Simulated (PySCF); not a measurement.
CHO₂, charge -1. Atoms are numbered in the order given.

```xyz
4

O      0.0000     1.1310    -0.2084
C      0.0000     0.0000     0.3136
O      0.0000    -1.1310    -0.2084
H      0.0000     0.0000     1.4521
```
Charge -1, spin multiplicity 1.

Geometry: PBE0-D3(BJ)/def2-TZVPD.

These are PySCF with ωB97X/def2-TZVPD values and carry that method's errors.

```yaml
total_energy: -189.23897 hartree
point_group: C2v
highest_occupied_level: -3.64 eV
lowest_empty_level: 6.01 eV
orbital_gap: 9.65 eV
dipole_moment_about_the_centre_of_nuclear_charge: 1.49 D
mean_static_polarisability: 32.7 bohr³ (4.84 Å³)
polarisability_principal_values: 23.4, 35.4, 39.1 bohr³
```
